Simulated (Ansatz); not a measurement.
Method: frozen-core CCSD(T)/cc-pVTZ // PBE0-D3(BJ)/def2-TZVP (Ansatz, an electronic-structure program). The restricted HF reference is unstable towards unrestricted orbitals.

Ansatz 0.2 input:
```yaml
crystal:
  periodic: [false, false, false]
  atoms:
    - { symbol: F, position_ang: [-2.145225, -1.493616, 0.001953] }
    - { symbol: C, position_ang: [-1.006961, -0.79553, 0.006052] }
    - { symbol: C, position_ang: [0.210319, -1.338138, 0.080541] }
    - { symbol: Si, position_ang: [1.375904, 0.103831, 0.045196] }
    - { symbol: C, position_ang: [-0.005888, 1.358901, -0.074115] }
    - { symbol: C, position_ang: [-1.152541, 0.667799, -0.078904] }
    - { symbol: H, position_ang: [0.37244, -2.404309, 0.14451] }
    - { symbol: H, position_ang: [2.195477, 0.249038, 1.277339] }
    - { symbol: H, position_ang: [2.284497, 0.11803, -1.131758] }
    - { symbol: H, position_ang: [0.021208, 2.438973, -0.131849] }
    - { symbol: H, position_ang: [-2.149229, 1.09502, -0.138966] }
basis:
  gaussian: { orbitals: cc-pVTZ }
correlation:
  method: ccsd_t
```

Output:

```
Functional definition: HF
1483 factors; integrals over basis functions are off by at most 1.2e-3 eV
mean field evaluation 1: about -14766.7498 eV, gradient 3.6e1 eV
mean field evaluation 2: about -14767.1293 eV, gradient 3.7e1 eV
mean field evaluation 4: about -14770.7787 eV, gradient 4.1e0 eV
mean field evaluation 8: about -14770.8462 eV, gradient 2.8e-1 eV
mean field evaluation 16: about -14766.7500 eV, gradient 3.6e1 eV
mean field -14770.84681280 eV, -542.8186083310 hartree, gradient 2.3e-6 eV, S^2 0.000000; 0 other end points of the search recorded, 0 dependent functions left out; unrestricted orbitals would lower it
10 core orbitals not correlated
reference -14770.84681280 eV, -542.8186083310 hartree; 16, 16 occupied and 228, 228 virtual orbitals, 1483 factors
second order -26.98284656 eV of doubles, -0.00000000 eV of singles
cycle   1  -27.09568735 eV  change   -1.1e-1 eV  update   1.2e-1
cycle   2  -27.79108720 eV  change   -7.0e-1 eV  update   3.7e-2
cycle   3  -27.95070011 eV  change   -1.6e-1 eV  update   1.9e-2
cycle   4  -27.93871960 eV  change    1.2e-2 eV  update   5.3e-3
cycle   5  -27.93698650 eV  change    1.7e-3 eV  update   2.3e-3
cycle   6  -27.93851599 eV  change   -1.5e-3 eV  update   8.2e-4
cycle   7  -27.93834731 eV  change    1.7e-4 eV  update   3.0e-4
cycle   8  -27.93820222 eV  change    1.5e-4 eV  update   1.7e-4
cycle   9  -27.93825295 eV  change   -5.1e-5 eV  update   7.1e-5
cycle  10  -27.93825886 eV  change   -5.9e-6 eV  update   2.8e-5
perturbative correction -1.28483545 eV, -0.0472168318 hartree
Total energy: -14800.06990711 eV, -543.8925372386 hartree
```

Cost: very roughly 5 core-minutes.
